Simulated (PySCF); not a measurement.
Two species compared at the same levels of theory.

First species: Methylthiirane, C3H6S.
InChI=1S/C3H6S/c1-3-2-4-3/h3H,2H2,1H3/t3-/m0/s1

Second species: C5H10O3.
Atom-mapped SMILES: `[CH3:1][O:2][C@@H:3]1[O:4][CH2:5][C@@H:6]([CH3:7])[O:8]1` (hydrogens: H9, H10, H11 on C1; H12 on C3; H13, H14 on C5; H15 on C6; H16, H17, H18 on C7)

Levels: PBE0/def2-SVPD for HOMO energy, LUMO energy, HOMO–LUMO gap and static isotropic polarisability; TDDFT PBE0/def2-SVPD for lowest singlet excitation; TDA PBE0/def2-SVPD for lowest triplet excitation (Tamm–Dancoff). Geometries: GFN2-xTB. All species are isolated and taken at one optimised geometry, non-relativistic unless stated; the electronic structure was computed with PySCF and density fitting.

Values for the first species:

| Item | Value |
| --- | --- |
| HOMO energy | -6.51 eV |
| LUMO energy | 0.15 eV |
| HOMO–LUMO gap | 6.66 eV |
| Lowest singlet excitation | 4.91 eV |
| Lowest triplet excitation (Tamm–Dancoff) | 4.45 eV |
| Static isotropic polarisability | 55.7 au |

Problem. Estimate the same properties for the second species, and the change in each.

Solution. 
```csv
property,first,second,second less first
HOMO energy,-6.51 eV,-7.64 eV,-1.13 eV
LUMO energy,0.15 eV,0.72 eV,+0.57 eV
HOMO–LUMO gap,6.66 eV,8.36 eV,+1.70 eV
lowest singlet excitation,4.91 eV,7.25 eV,+2.34 eV
lowest triplet excitation (Tamm–Dancoff),4.45 eV,7.14 eV,+2.69 eV
static isotropic polarisability,55.7 au,71.4 au,+15.7 au
```

On the first: The 8 singlets span 4.91 to 7.96 eV, and their oscillator strengths add up to 0.21. No computed singlet falls in the visible range (750 to 380 nm, 1.65 to 3.26 eV); S1 lies 1.65 eV above its blue end.

On the second: The vertical singlet–triplet gap S1 − T1 is 0.11 eV (TDDFT singlet less Tamm–Dancoff triplet; S1: HOMO→LUMO, weight 0.94; T1: HOMO→LUMO, weight 0.91). No computed singlet falls in the visible range (750 to 380 nm, 1.65 to 3.26 eV); S1 lies 3.99 eV above its blue end.
